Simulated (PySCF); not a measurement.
**Radial density of Cl⁺ (chlorine, charge +1)**

UHF, [Ne] 3s2 3p4, high-spin 3P determinant. All numbers are calculated (PySCF 2.14, no relativity, point nucleus, in aug-cc-pV(Q+d)Z with one added diffuse shell each of s, p, d, f, g type (8s7p6d4f3g, 114 functions)).

```csv
r (bohr),4πr²ρ (e/bohr),4πr²(ρα − ρβ)
0.00140,0.07587,0.0000
0.00236,0.2079,0.0000
0.00397,0.5567,0.0000
0.00667,1.437,0.0001
0.0112,3.484,0.0002
0.0189,7.606,0.0008
0.0318,13.95,0.0032
0.0534,19.24,0.0150
0.0899,17.51,0.0637
0.151,13.19,0.1936
0.254,18.01,0.3010
0.428,16.01,0.0748
0.719,4.686,0.2236
1.21,4.251,1.3067
2.03,2.389,0.8389
3.42,0.2088,0.0721
5.76,0.001627,0.0004
```
